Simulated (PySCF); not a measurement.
`InChI=1S/C6H8OS/c7-8-2-1-5-3-6(8)4-5/h1-2,5-6H,3-4H2/t5-,6+,8-/m1/s1`

Molfile (atoms numbered from 1):
```
C6H8OS
     RDKit          3D

 16 17  0  0  0  0  0  0  0  0999 V2000
    0.3213    2.6836    0.8153 O   0  0  0  0  0  0  0  0  0  0  0  0
    0.3391    1.3256    1.3670 S   0  0  0  0  0  4  0  0  0  0  0  0
    1.6584    0.4642    0.4503 C   0  0  0  0  0  0  0  0  0  0  0  0
    1.4144   -0.4851   -0.4358 C   0  0  0  0  0  0  0  0  0  0  0  0
    0.0072   -0.8975   -0.7202 C   0  0  1  0  0  0  0  0  0  0  0  0
   -0.7521   -1.0878    0.6124 C   0  0  0  0  0  0  0  0  0  0  0  0
   -1.0577    0.4050    0.5566 C   0  0  2  0  0  0  0  0  0  0  0  0
   -0.8435    0.3721   -0.9507 C   0  0  0  0  0  0  0  0  0  0  0  0
    2.6430    0.8323    0.6855 H   0  0  0  0  0  0  0  0  0  0  0  0
    2.2154   -0.9671   -0.9808 H   0  0  0  0  0  0  0  0  0  0  0  0
   -0.0572   -1.6931   -1.4596 H   0  0  0  0  0  0  0  0  0  0  0  0
   -1.6441   -1.7037    0.5084 H   0  0  0  0  0  0  0  0  0  0  0  0
   -0.1631   -1.4357    1.4597 H   0  0  0  0  0  0  0  0  0  0  0  0
   -1.9898    0.7922    0.9629 H   0  0  0  0  0  0  0  0  0  0  0  0
   -1.7606    0.1691   -1.5002 H   0  0  0  0  0  0  0  0  0  0  0  0
   -0.3383    1.2350   -1.3821 H   0  0  0  0  0  0  0  0  0  0  0  0
  1  2  2  0
  2  3  1  6
  3  4  2  0
  4  5  1  0
  5  6  1  0
  6  7  1  0
  7  8  1  0
  7  2  1  0
  8  5  1  0
  3  9  1  0
  4 10  1  0
  5 11  1  6
  6 12  1  0
  6 13  1  0
  7 14  1  6
  8 15  1  0
  8 16  1  0
M  END
```

Theory: TDDFT PBE0/def2-SVPD circular dichroism and optical rotation, one conformer, gas phase in PySCF. Geometry: GFN2-xTB.

States above about 6.7 eV lie in this functional's continuum (it starts at minus the energy of the highest occupied orbital, well below the true ionisation energy for most functionals) and depend on the basis.

(1) Draw the ECD and absorption spectra from the lowest 12 states, each a Gaussian of half-width 0.35 eV at 1/e height.

## Answers

(1) 
| E (eV) | λ (nm) | Δε (L mol⁻¹ cm⁻¹) | ε (L mol⁻¹ cm⁻¹) |
| --- | --- | --- | --- |
| 3.93 | 316 | -0.04 | 31.5 |
| 4.08 | 304 | -0.12 | 89.2 |
| 4.23 | 293 | -0.24 | 175 |
| 4.38 | 283 | -0.32 | 238 |
| 4.53 | 274 | -0.30 | 224 |
| 4.68 | 265 | -0.22 | 152 |
| 4.83 | 257 | -0.22 | 97.3 |
| 4.98 | 249 | -0.51 | 134 |
| 5.13 | 242 | -1.18 | 293 |
| 5.28 | 235 | -1.99 | 539 |
| 5.43 | 228 | -2.31 | 788 |
| 5.58 | 222 | -1.95 | 1020 |
| 5.73 | 216 | -1.56 | 1330 |
| 5.88 | 211 | -1.53 | 1980 |
| 6.03 | 206 | +0.21 | 3300 |
| 6.18 | 201 | +7.54 | 5190 |
| 6.33 | 196 | +19.72 | 6670 |
| 6.48 | 191 | +27.78 | 6890 |
| 6.63 | 187 | +24.31 | 6120 |
| 6.78 | 183 | +13.21 | 5210 |
| 6.93 | 179 | +3.41 | 4370 |

Δε uses R in velocity form, ε uses f in length form. Only the states computed contribute, so the short-wavelength end is incomplete.

The sign of the CD bands at 280, 213, 185 nm isn't settled: the length form gives the opposite one.
